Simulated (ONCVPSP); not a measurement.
boron (B), ONCV: configuration errors across variants

```json
{
 "Element": "B (Z = 5)",
 "Generator": "ONCVPSP 4.0.1",
 "Type": "optimised norm-conserving Vanderbilt (ONCV)",
 "Functional": "PBE",
 "Relativity": "non-relativistic",
 "Frozen core": "[He]",
 "Valence charge": "3",
 "Reference configuration": "2s2 2p1",
 "Partial waves": "2s: rc 1.50 bohr, ncon 4, nbas 8, qcut 3.8 1/bohr, 1 projector; 2p: rc 2.15 bohr, ncon 4, nbas 9, qcut 6.8 1/bohr, 1 projector; d scattering state at 0.17 Ha: rc 2.10 bohr, ncon 4, nbas 9, qcut 4.8 1/bohr, 2 projectors, debl 3.3 Ha",
 "Local potential": "polynomial inside 1.30 bohr (lpopt 2, dvloc0 0 Ha)",
 "Core correction": "polynomial model core, fcfact 0.5"
}
```

All-electron excitation energies from the reference (eV): (1) 2s2 2p0 8.222; (2) 2s1 2p0 33.637; (3) 2s2 2p0.5 2.888; (4) 2s0 2p3 11.708.

Errors AE − PS in meV (a dash: test not solved or not reliable):

```tsv
change	(1)	(2)	(3)	(4)	bound ghosts	GHOST(+) flags above zero
base	+28	+82	+3.7	+6.2	none	none
s: qcut 4.4; p: qcut 7.9; d: qcut 5.6	+22	+70	+2.8	+9.5	none	none
d: nbas 7	+28	+82	+3.7	+6.2	none	none
d: qcut 5.4	+28	+82	+3.7	+6.2	none	none
local potential polynomial inside 1.35 bohr (lpopt 5, dvloc0 6 Ha)	+26	+72	+3.3	+6.0	none	none
core correction polynomial model core, fcfact 0.6	+28	+78	+3.7	+5.8	none	none
core correction polynomial model core, fcfact 1.02	+27	+73	+3.6	+5.0	none	none
s: qcut 2.9	+32	+78	+4.2	+10	none	none
```

(1) Give the same row for: all radii but the core radius scaled by about 1.24 (s 1.86, p 2.66, d 2.60 bohr); local potential polynomial inside 1.60 bohr (lpopt 2, dvloc0 0 Ha).

Answers

(1) +48, +112, +6.3, -25; bound ghosts: none; GHOST(+) flags above zero: none.
